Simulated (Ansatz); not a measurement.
Gas-phase reaction in SMILES: CCCCCCO → C[CH]CCCCO + H atom (the C-H bond at the site shown breaks; other sites are not compared here)
Geometries: B3LYP-D3(BJ)/def2-TZVP minima from Ansatz (an electronic-structure program), one conformer each, not searched for the lowest.

Property: bond dissociation energy (electronic energy difference), in eV. Correlated levels leave the core frozen unless marked. UHF or UKS for open shells. Spin-orbit coupling is left out. Non-relativistic. CBS(X,Y): correlation extrapolated as X^-3; Hartree-Fock from the larger set. The bracket is a focal-point correction in the basis named.

```json
[
 {"level": "BLYP/def2-TZVPD", "program": "Ansatz", "bond dissociation energy (eV)": "4.38"},
 {"level": "PBE0/def2-SVP", "program": "Ansatz", "bond dissociation energy (eV)": "?"},
 {"level": "BHLYP-D3(BJ)/def2-TZVPD", "program": "Ansatz + dftd3", "bond dissociation energy (eV)": "4.46"},
 {"level": "CCSD/cc-pVTZ", "program": "Ansatz", "bond dissociation energy (eV)": "4.56"},
 {"level": "RI-MP2/CBS(cc-pVTZ,cc-pVQZ)+[CCSD(T)-MP2]/cc-pVTZ", "program": "Ansatz", "bond dissociation energy (eV)": "?"}
]
```

Task: Some entries are withheld; supply them.

Result: 
- PBE0/def2-SVP, bond dissociation energy (eV): 4.41
- RI-MP2/CBS(cc-pVTZ,cc-pVQZ)+[CCSD(T)-MP2]/cc-pVTZ, bond dissociation energy (eV): 4.65
